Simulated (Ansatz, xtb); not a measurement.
C2H2Ga: which of two structures lies lower

Structure I is a doublet given by its coordinates and structure II is `C=[C][Ga]`, a doublet. Both are isolated molecules in the gas phase, relaxed with B3LYP-D3(BJ)/6-311G**.

I (Å):

```xyz
5

C    -0.2189   -0.5953   -0.9732
C     0.3638    0.4803   -1.2685
Ga    1.5920   -0.4592    0.4083
H     0.4285    1.3794   -1.8613
H    -1.0218   -1.2996   -1.1252
```

Close contacts (Å): C1–C2 1.26, C1–Ga3 2.28, C2–Ga3 2.28, C1–H5 1.08, C2–H4 1.08.

II (Å):

```
atom    x (Å)    y (Å)   z (Å)
   C  -1.7022  -0.4210  0.6471
   C  -0.4539  -0.8205  0.6381
  Ga   1.4674  -1.4373  0.6226
   H  -2.0247   0.4804  1.1754
   H  -2.4949  -0.9655  0.1268
```

Quicker runs give these differences E(II) − E(I): GFN2-xTB −0.067 eV; HF/STO-3G −0.769 eV (at GFN2-xTB geometries); r2SCAN-D4/def2-SVP −0.218 eV (at GFN2-xTB geometries).

Q: Estimate E(II) − E(I) at the level CCSD(T)/def2-SVP.

A: Calculated at CCSD(T)/def2-SVP: E(II) − E(I) = −0.178 eV, so structure II lies lower.

Level by level:

```
                level               geometry  E(II) − E(I) (eV)  departure from the last row (eV)  job, with rough time for the two
             GFN2-xTB               GFN2-xTB              −0.067                            +0.111              optimisation, 0.34 s
            HF/STO-3G               GFN2-xTB              −0.769                            −0.591                single point, 10 s
   r2SCAN-D4/def2-SVP               GFN2-xTB              −0.218                            −0.040               single point, 6.3 s
B3LYP-D3(BJ)/6-311G**  B3LYP-D3(BJ)/6-311G**              −0.159                            +0.019                optimisation, 55 s
          HF/def2-SVP  B3LYP-D3(BJ)/6-311G**              −0.743                            −0.565           part of the CCSD(T) run
         MP2/def2-SVP  B3LYP-D3(BJ)/6-311G**              +0.229                            +0.407           part of the CCSD(T) run
     CCSD(T)/def2-SVP  B3LYP-D3(BJ)/6-311G**              −0.178                                                  single point, 18 s
```

MP2/def2-SVP puts the two in the other order. The largest departure from CCSD(T)/def2-SVP is that of HF/STO-3G, 0.591 eV. MP2 in a larger basis moves the difference by +0.075 eV, a step that isn't added because spin contamination makes open-shell MP2 unreliable in this search.

With harmonic frequencies from B3LYP-D3(BJ)/6-311G** (ideal gas, rigid rotor, one conformer each, 298.15 K, 1 atm): the zero-point term adds +0.010 eV; ΔH is −0.157 and ΔG −0.180 eV.

Open shells are spin-unrestricted, with notable spin contamination under HF/STO-3G, HF/def2-SVP, MP2/def2-SVP, CCSD(T)/def2-SVP. The correlated steps freeze 11 core orbitals; the filled d shell of Ga is correlated, in a basis made for valence electrons. Codes used: Ansatz 0.2.0, xtb 6.7.1; the last row on 2 threads of AMD EPYC 7R43 64-Core Processor (Zen 3) on a shared host.
